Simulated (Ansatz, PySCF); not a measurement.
HIn, charge -1, doublet, at a GFN2-xTB geometry (such geometries of metal compounds can be far from the true shape) (a state made from the parent by changing its charge; the spin is typed, not shown lowest) (all electrons, no relativity) (a gas-phase anion, which may not be bound at this level), with bond 1-2 at 1.8 times its length. Base run: PySCF with CASSCF(5,5)/STO-3G.

Here is a job for PySCF.
```python
from pyscf import gto, scf, mcscf
import numpy

mol = gto.Mole()
mol.atom = '''
    In    0.00000000    0.00000000   -1.46628259
    H     0.00000000    0.00000000    1.75238651
'''
mol.basis = 'sto-3g'
mol.charge = -1
mol.spin = 1
mol.verbose = 3
mol.build()

mf = scf.ROHF(mol)
mf.kernel()
mc = mcscf.CASSCF(mf, 5, 5)
mc.fix_spin_(ss=0.75)
mc.kernel()
occ = numpy.linalg.eigvalsh(mc.fcisolver.make_rdm1(mc.ci, mc.ncas, mc.nelecas))[::-1]
ss = mc.fcisolver.spin_square(mc.ci, mc.ncas, mc.nelecas)[0]
print('natural occupations', occ.round(4), ' <S^2>', round(ss, 4))
```

Programs used: Ansatz (a program for electronic structure), PySCF; a row that names a program was run with it.

Each row names what was changed in the base input (with any setting that the change needs).

```tsv
change	ΔE vs base (mEh)	natural occupations	<S^2> of the state
base	0.000	1.94 1.77 1.00 0.23 0.05	0.75
conv_tol = 1e-5	0.000	1.94 1.77 1.00 0.23 0.05	0.75
active space = 9 electrons, 7 orbitals	-0.119	2.00 2.00 1.94 1.77 1.00 0.23 0.05	0.75
active space = 7 electrons, 6 orbitals	-0.086	2.00 1.94 1.77 1.00 0.23 0.05	0.75
code = ansatz	0.000	-	-
code = ansatz; correction = SC-NEVPT2, all electrons	-0.489	-	-
solver = newton	0.000	1.94 1.77 1.00 0.23 0.05	0.75
orbitals = fixed (CASCI)	0.077	1.94 1.77 1.00 0.23 0.05	0.75
orbitals = fixed (CASCI); correction = SC-NEVPT2	-0.474	1.94 1.77 1.00 0.23 0.05	0.75
state_average = 2 states	0.046	-	-
fix_spin_ = off	0.000	1.94 1.77 1.00 0.23 0.05	0.75
```

Active orbitals are taken around the Fermi level unless the row says otherwise; CASSCF can end in different local minima, and two programs can end on different orbitals. State-averaged rows give the lowest state.

Open shells are given as the SCF converged; they aren't shown to be the lowest states, and a large step between rows can be another state.

A gas-phase anion may not be bound at this level; its values then depend on the basis.
